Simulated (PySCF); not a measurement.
## A search over the determinants of HI

Unrestricted PBE0; basis H cc-pVTZ, I cc-pVTZ-PP with ECP28; scalar-relativistic core potentials; PySCF 2.14. Outer shells of the fragments: H 1s1; I 4d10 5s2 5p5.

Followed along the bond (rough minima from three points):

```
2Ms+1  unpaired  ⟨S²⟩ at the start  R at minimum (Å)  Te (eV)
    1      none               0.00              1.62     0.00
    3  σ ↑, π ↑               2.01  none in the scan   ≤ 4.35
```

Solutions found at the starting distance of 1.630 Å, counted from the lowest of them; the search is not exhaustive and high or unbound solutions are not listed, so other states can lie among these:

| 2Ms+1 | unpaired | term | E (eV) | ⟨S²⟩ | ⟨Lz²⟩ | μ (D) |
| --- | --- | --- | --- | --- | --- | --- |
| 1 | none | ¹Σ⁺ | 0.00 | 0.00 | 0.00 | -0.53 |
| 3 | σ ↑, π ↑ | ³Π | 4.93 | 2.01 | 1.01 | 1.06 |
| 1 | σ ↑, π ↓ | mixed | 5.15 | 1.01 | 1.01 | 1.08 |
| 3 | σ ↑↑ | ³Σ⁺ | 7.25 | 2.00 | 0.00 | 0.03 |

A term symbol is given only where ⟨S²⟩ and ⟨Lz²⟩ are close to those of a pure state; the other rows mix spins, or terms through real π, δ and φ orbitals. A positive dipole means H(−)I(+).

The measured ground state is X ¹Σ+ (Huber and Herzberg, Constants of Diatomic Molecules (1979)).

Spin–orbit coupling is left out. Counting both spins, an empty level lies below a filled one in some of these solutions, because spin and occupation are held.
